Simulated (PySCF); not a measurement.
Compound: C5H8BNO2Si.
SMILES: `OB(O)[SiH2]c1ccccn1`

Theory: TDDFT PBE0/def2-SVPD, vertical, gas phase, core orbitals frozen in the response (PySCF 2.14.0, density-fitted response routines). The structure is a single PBE0-D3(BJ)/def2-SVP conformer in the gas phase; no vibrational or solvent corrections. Torsions of this conformer, `[OH:1][B:2]([OH:3])[SiH2:4][c:5]1[cH:6][cH:7][cH:8][cH:9][n:10]1`: O1–B2–Si4–C5 41°, B2–Si4–C5–C6 -135°, H–O1–B2–O3 3°, H–O3–B2–O1 -1°.

Each state is given a Gaussian of 0.3 eV full width at half maximum, with ε(max) = 2.175×10⁸ f / Δν̃ (Δν̃ the width in cm⁻¹). The width is an assumption, not a result. The curve ends short of the highest state used, and states not computed would add to its high-energy end.

E (eV), ε (L mol⁻¹ cm⁻¹) and a bar:
```
     4.05          1 
     4.10          3 
     4.15          9 
     4.19         20 
     4.24         48 
     4.29         99 
     4.33        158 
     4.38        248 #
     4.43        334 #
     4.48        384 #
     4.52        385 #
     4.57        336 #
     4.62        252 #
     4.67        162 
     4.71        102 
     4.76         51 
     4.81         23 
     4.85         12 
     4.90          8 
     4.95         16 
     5.00         50 
     5.04        124 
     5.09        347 #
     5.14        838 ##
     5.19       1736 ####
     5.23       2783 ######
     5.28       4372 ##########
     5.33       5887 #############
     5.38       6796 ###############
     5.42       6823 ###############
     5.47       5970 #############
     5.52       4482 ##########
     5.56       3200 #######
     5.61       1868 ####
     5.66       1065 ##
     5.71        866 ##
     5.75       1168 ###
     5.80       2198 #####
     5.85       4041 #########
     5.90       6638 ###############
     5.94       9001 ####################
     5.99      11703 ##########################
     6.04      13331 ##############################
     6.08      13462 ##############################
```

Question: Locate the maxima and give the states behind the curve.

Answer: 275 nm (4.50 eV), ε about 390, made up of S1 (100%); 230 nm (5.40 eV), ε about 6900, made up of S3 (100%); 204 nm (6.06 eV), ε about 14000, made up of S4 (13%), S5 (34%) and S6 (52%) (ε in L mol⁻¹ cm⁻¹; maxima over ε = 5, shares over 10%). The states used: S1 4.50 eV (f 0.0043); S2 4.86 eV (f 0.0000); S3 5.40 eV (f 0.077); S4 5.97 eV (f 0.025); S5 6.05 eV (f 0.052); S6 6.09 eV (f 0.081); S7 6.35 eV (f 0.016); S8 6.45 eV (f 0.016); S9 6.47 eV (f 0.024); S10 6.68 eV (f 0.034).

Question: On this curve, what absorbance would a 10⁻³ mol/L sample give at 222 nm over a 1 cm path?

Answer: 222 nm is 5.585 eV, where ε is about 2500 L mol⁻¹ cm⁻¹, so A = ε c l ≈ 2.5 (Beer–Lambert, with the gas-phase spectrum and the assumed width).

Question: Coming from long wavelengths, where does ε first pass 100 L mol⁻¹ cm⁻¹?

Answer: At about 289 nm (4.29 eV), 0.21 eV below S1.

Question: What would ε be at 6.06 eV, the highest of these maxima, with half the width (0.15 eV)?

Answer: About 23400 L mol⁻¹ cm⁻¹ against 13500, a factor of about 1.7; a lone state at its own centre would give exactly 2.

The vertical ionisation energy (ΔSCF) is 8.86 eV, 2.18 eV above S10.
